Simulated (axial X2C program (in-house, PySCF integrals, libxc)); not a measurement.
**Which molecule has these constants?**

All values come from calculations with an in-house all-electron X2C program for linear molecules (integrals from PySCF), spin-free (one-electron X2C) or two-component (2c: spin–orbit coupling with atomic mean-field Coulomb and Gaunt terms, which also bring small scalar terms), in Dyall basis sets with cores contracted in-house; open shells are unrestricted.

A two-component PBE0 calculation in a Dyall 3-zeta basis gave Re = 2.640 Å, ωe = 202.6 cm⁻¹, dipole magnitude 4.37 D, Ω = 3.

Problem. Which molecule is it?
A. CoS
B. CoSi
C. NaCo
D. MgCo
E. CoP

Solution. C. The others have CoS 1.965 Å and 544.0 cm⁻¹ (Ω = 7/2); CoSi 2.255 Å and 346.4 cm⁻¹ (Ω = 7/2); CoP 2.097 Å and 400.5 cm⁻¹ (Ω = 4); MgCo 2.559 Å and 225.2 cm⁻¹ (Ω = 7/2).

Each entry is the lowest single determinant of a limited PBE0 search at one distance. De goes to single-determinant-based atoms at the same level (for ions the charge split of lowest energy) and is withheld (n/a) where an atom does not fit its ground term or J level. Main or longest-lived isotopes. One determinant is a doubtful description, or other states lie close, for NaCo, CoS, CoSi, CoP, MgCo; these need not be ground states, and all values refer to the states named. Some open-shell Ω = 0 determinants are out of reach, so the Ω given for CoP need not be the lowest component. With several unpaired electrons the Ω given is that of one determinant, not necessarily of the lowest component. The functionals have no current term, which raises determinants with orbital currents. Where the atoms have a lower orbital projection than the molecule, De at mean-field level may be about a tenth of an eV too small.
